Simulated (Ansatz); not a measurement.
Cl2FH3O2Si2 (`O[Si@@H](Cl)O[Si@H](F)Cl`), charge 0, multiplicity 1.

Question: Give a relaxed structure at PBE0-D4/def2-TZVP (Ansatz). (An estimate is asked.)

Answer: Computed: 
Cartesian coordinates in Å:
```
O 1.7307 1.0649 -0.7203
Si 1.4063 -0.2573 0.1584
Cl 1.5635 0.1492 2.1586
O -0.1076 -0.8148 -0.0958
Si -1.6668 -0.4146 -0.1458
F -2.2445 -0.7979 -1.5660
Cl -1.8679 1.6034 0.0813
H 1.2626 1.8807 -0.5309
H 2.3631 -1.2986 -0.2236
H -2.4395 -1.1151 0.8842
```
This is one stationary point; other conformers may exist.
